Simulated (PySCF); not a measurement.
# Exercise with solution: refractive index and permittivity of the vapour

C4H10Si2, SMILES C([SiH2]/C=C/[SiH3])=C.

Geometry optimised at B3LYP-D3(BJ)/def2-SVP. The structure was generated by enumeration; whether it is a known compound was not checked. One conformer was computed; it need not be the lowest.

PBE/def2-TZVP (PySCF) gives a mean static polarisability of 111.0 bohr³ and a dipole moment of 0.78 D. Take an ideal gas at 298.15 K and 0.01 bar, whether or not the substance is that volatile.

Task: Work out n − 1 in the optical limit and the static ε − 1.

Result: 
Polarisability volume α' = 111.0 × 0.148185 = 16.45 Å³. Number density N = p/kT = 2.43e-7 Å⁻³.
Dilute limit of Lorentz–Lorenz: n − 1 = 2π N α' = 2.5e-5.
Orientation term of Debye: μ²/(3kT) = 8.098 Å³ × μ²(D²) = 4.93 Å³.
ε − 1 = 4π N (α' + μ²/3kT) = 6.5e-5. Orientation of the dipole supplies 23 % of the static response; it can't follow optical fields. Vibrational polarisation and dispersion are left out.
